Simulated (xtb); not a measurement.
C$_{2}$H$_{6}$AlF, charge -1, doublet, at a GFN2-xTB geometry (such geometries of metal compounds can be far from the true shape) (a state made from the parent by changing its charge; the spin is typed, not shown lowest), atoms displaced at random by about 0.06 Å a coordinate; GFN2-xTB in xtb.

Here is a job for xtb.
```
$ xtb mol.xyz --gfn 2 --chrg -1 --uhf 1 --opt --json

# file mol.xyz
10

Al    -0.34623966    -0.45311153    -0.27610762
C      1.84143839    -0.05770187    -0.58892131
H      2.53292745    -0.87046383    -0.25344331
H      2.23733187     0.85788686    -0.15916803
H      2.07998161     0.12221018    -1.64087601
C     -0.67557508    -0.47188698     1.79068402
H     -1.68792460    -0.53393057     1.86553451
H     -0.22119254     0.37870850     2.33734889
H     -0.11052523    -1.37747391     2.28876250
F     -1.00892621     1.20353402    -0.96345800
```

Output, abridged:

```
   ID    Z sym.   atoms
    1   13 Al     1
    2    6 C      2, 6
    3    1 H      3-5, 7-9
    4    9 F      10

           -------------------------------------------------
          |                Calculation Setup                |
           -------------------------------------------------

           -------------------------------------------------
          |                 G F N 2 - x T B                 |
           -------------------------------------------------

          ...................................................
          :                      SETUP                      :
          :.................................................:
          :  # basis functions                  28          :
          :  # atomic orbitals                  27          :
          :  # shells                           15          :
          :  # electrons                        25          :
          :  max. iterations                   250          :
          :  Hamiltonian                  GFN2-xTB          :
          :  restarted?                      false          :
          :  GBSA solvation                  false          :
          :  PC potential                    false          :
          :  electronic temp.          300.0000000     K    :
          :  accuracy                    1.0000000          :
          :  -> integral cutoff          0.2500000E+02      :
          :  -> integral neglect         0.1000000E-07      :
          :  -> SCF convergence          0.1000000E-05 Eh   :
          :  -> wf. convergence          0.1000000E-03 e    :
          :  Broyden damping             0.4000000          :
          :  net charge                         -1          :
          :  unpaired electrons                  1          :
          ...................................................

 iter      E             dE          RMSdq      gap      omega  full diag
   1    -13.3702354 -0.133702E+02  0.532E+00    2.58       0.0  T
   2    -13.3986856 -0.284502E-01  0.495E+00    2.93       1.0  T
   3    -13.4197038 -0.210181E-01  0.284E+00    2.97       1.0  T
   4    -13.4225595 -0.285578E-02  0.845E-01    3.32       1.0  T
   5    -13.4224610  0.985528E-04  0.777E-01    3.30       1.0  T
   6    -13.4230002 -0.539187E-03  0.255E-01    3.25       1.0  T
   7    -13.4231175 -0.117358E-03  0.622E-02    3.26       1.0  T
   8    -13.4231200 -0.252235E-05  0.358E-02    3.26       1.0  T
   9    -13.4231202 -0.182845E-06  0.143E-02    3.26       2.2  T
  10    -13.4231206 -0.381247E-06  0.418E-03    3.26       7.6  T
  11    -13.4231206 -0.103329E-07  0.165E-03    3.26      19.2  T
  12    -13.4231206 -0.159809E-08  0.785E-04    3.26      40.3  T
  13    -13.4231206 -0.431106E-09  0.400E-04    3.26      79.1  T

   *** convergence criteria satisfied after 13 iterations ***

         :::::::::::::::::::::::::::::::::::::::::::::::::::::
         ::                     SUMMARY                     ::
         :::::::::::::::::::::::::::::::::::::::::::::::::::::
         :: total energy             -13.314315643980 Eh    ::
         :: gradient norm              0.120850784726 Eh/a0 ::
         :: HOMO-LUMO gap              3.256401894308 eV    ::
         ::.................................................::
         :: SCC energy               -13.423114744686 Eh    ::
         :: -> isotropic ES            0.153600183555 Eh    ::
         :: -> anisotropic ES          0.012236059153 Eh    ::
         :: -> anisotropic XC          0.004240418618 Eh    ::
         :: -> dispersion             -0.004770202892 Eh    ::
         :: repulsion energy           0.108799100705 Eh    ::
         :: add. restraining           0.000000000000 Eh    ::
         :: total charge              -1.000000000000 e     ::
         :::::::::::::::::::::::::::::::::::::::::::::::::::::

      -----------------------------------------------------------
     |                   =====================                   |
[...]
 * total energy  :   -13.3143156 Eh     change       -0.2016165E-09 Eh
 * total energy  :   -13.3297424 Eh     change       -0.1542675E-01 Eh
 * total energy  :   -13.3332551 Eh     change       -0.3512684E-02 Eh
 * total energy  :   -13.3339810 Eh     change       -0.7259379E-03 Eh
 * total energy  :   -13.3344733 Eh     change       -0.4922538E-03 Eh
 * total energy  :   -13.3345458 Eh     change       -0.7252469E-04 Eh
 * total energy  :   -13.3345652 Eh     change       -0.1937054E-04 Eh
 * total energy  :   -13.3345729 Eh     change       -0.7767060E-05 Eh
 * total energy  :   -13.3345782 Eh     change       -0.5269520E-05 Eh
 * total energy  :   -13.3345811 Eh     change       -0.2887746E-05 Eh
   *** GEOMETRY OPTIMIZATION CONVERGED AFTER 10 ITERATIONS ***
         :: total energy             -13.334581089269 Eh    ::
[...]
        12        2.0000           -0.1562788              -4.2526
        13        1.0000           -0.0343106              -0.9336 (HOMO)
        14                          0.0984414               2.6787 (LUMO)
        15                          0.1052401               2.8637
        16                          0.1688380               4.5943
        17                          0.2294059               6.2425
        18                          0.2367174               6.4414
        19                          0.3040209               8.2728
        20                          0.3783467              10.2953
        21                          0.3794533              10.3254
        22                          0.3838983              10.4464
        23                          0.3955587              10.7637
        24                          0.4014986              10.9253
       ...                                ...                  ...
        27                          1.0212917              27.7908
      -------------------------------------------------------------
                  HL-Gap            0.1327520 Eh            3.6124 eV
             Fermi-level           -0.0316147 Eh           -0.8603 eV

     #   Z          covCN         q      C6AA      α(0)
     1  13 Al       2.290     0.080   119.297    23.601
     2   6 C        3.579    -0.185    24.985     7.258
     3   1 H        0.923    -0.060     4.355     3.263
     4   1 H        0.923    -0.039     3.843     3.066
     5   1 H        0.923    -0.058     4.292     3.240
     6   6 C        3.579    -0.185    24.984     7.258
     7   1 H        0.923    -0.058     4.283     3.237
     8   1 H        0.923    -0.039     3.842     3.065
     9   1 H        0.923    -0.061     4.366     3.268
    10   9 F        0.671    -0.394    13.461     4.331

 Mol. C6AA /au·bohr⁶  :       1306.182748
 Mol. C8AA /au·bohr⁸  :      45712.200101
 Mol. α(0) /au        :         61.587360

Wiberg/Mayer (AO) data.
largest (>0.10) Wiberg bond orders for each atom

 ---------------------------------------------------------------------------
     #   Z sym  total        # sym  WBO       # sym  WBO       # sym  WBO
 ---------------------------------------------------------------------------
     1  13 Al   2.951 --    10 F    1.055     6 C    0.847     2 C    0.847
     2   6 C    3.785 --     3 H    0.966     5 H    0.962     4 H    0.955
                             1 Al   0.847
     3   1 H    0.996 --     2 C    0.966
     4   1 H    0.998 --     2 C    0.955
     5   1 H    0.997 --     2 C    0.962
     6   6 C    3.785 --     9 H    0.966     7 H    0.962     8 H    0.955
                             1 Al   0.847
     7   1 H    0.997 --     6 C    0.962
     8   1 H    0.998 --     6 C    0.955
     9   1 H    0.996 --     6 C    0.966
    10   9 F    1.087 --     1 Al   1.055
 ---------------------------------------------------------------------------

Topologies differ in total number of bonds
Writing topology from bond orders to xtbtopo.mol

molecular dipole:
                 x           y           z       tot (Debye)
 q only:       -0.182      -0.497      -0.241
   full:        0.201      -0.339       0.188       1.109
molecular quadrupole (traceless):
                xx          xy          yy          xz          yz          zz
 q only:       -2.746       2.093       4.148       2.729       3.882      -1.402
  q+dip:       -1.422       2.286       1.815       0.932       3.093      -0.393
   full:       -0.943       1.918       1.069       0.586       2.441      -0.126

optimized geometry written to: xtbopt.xyz

           -------------------------------------------------
          | TOTAL ENERGY              -13.334581089269 Eh   |
          | GRADIENT NORM               0.000437660717 Eh/α |
          | HOMO-LUMO GAP               3.612365302827 eV   |
           -------------------------------------------------
```
